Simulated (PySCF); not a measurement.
Bonds (- single, = double, # triple, : aromatic): C1=C2, C2-C3, C3=C4, C4-C5, C5-C6, C5-C7, C5-C8. C1 carries H9, H10; C2 carries H11; C3 carries H12; C4 carries H13; C6 carries H14, H15, H16; C7 carries H17, H18, H19; C8 carries H20, H21, H22. Stereochemistry as in C=C/C=C/C(C)(C)C. H10 is cis to C3; H9 is trans to C3.

Geometry: PBE0-D3(BJ)/def2-SVP; GIAO absolute shieldings from PySCF 2.14, gas phase, non-relativistic, averaged over equivalent atoms.

At PBE0/pcSseg-1 (206 basis functions, 37 s wall time on 1 thread of an Arm Neoverse V1, shared host):
| atoms | σ (ppm) |
| --- | --- |
| C4 | 29.1 |
| C2 | 38.3 |
| C3 | 51.0 |
| C1 | 61.9 |
| C5 | 150.2 |
| C6/C7/C8 | 153.8 |
| H11 | 24.88 |
| H12 | 25.23 |
| H13 | 25.45 |
| H10 | 25.91 |
| H9 | 26.02 |
| H14/H15/H16/H17/H18/H19/H20/H21/H22 | 30.24 |

Predict the values at wB97X-D/pcSseg-1 on the same geometry.

## Answers


```json
{"atoms": "C4", "σ at wB97X-D/pcSseg-1": "28.5", "change": "-0.6"}
{"atoms": "C2", "σ at wB97X-D/pcSseg-1": "37.8", "change": "-0.5"}
{"atoms": "C3", "σ at wB97X-D/pcSseg-1": "51.2", "change": "+0.2"}
{"atoms": "C1", "σ at wB97X-D/pcSseg-1": "61.2", "change": "-0.7"}
{"atoms": "C5", "σ at wB97X-D/pcSseg-1": "151.0", "change": "+0.8"}
{"atoms": "C6/C7/C8", "σ at wB97X-D/pcSseg-1": "153.7", "change": "-0.1"}
{"atoms": "H11", "σ at wB97X-D/pcSseg-1": "25.00", "change": "+0.12"}
{"atoms": "H12", "σ at wB97X-D/pcSseg-1": "25.37", "change": "+0.14"}
{"atoms": "H13", "σ at wB97X-D/pcSseg-1": "25.57", "change": "+0.12"}
{"atoms": "H10", "σ at wB97X-D/pcSseg-1": "26.01", "change": "+0.10"}
{"atoms": "H9", "σ at wB97X-D/pcSseg-1": "26.12", "change": "+0.10"}
{"atoms": "H14/H15/H16/H17/H18/H19/H20/H21/H22", "σ at wB97X-D/pcSseg-1": "30.35", "change": "+0.11"}
```

The largest change is at C5 (allylic quaternary sp3 carbon). Cost: 206 basis functions, 40 s wall time on 1 thread of an Arm Neoverse V1, shared host. The order of the carbon signals is the same at both levels.
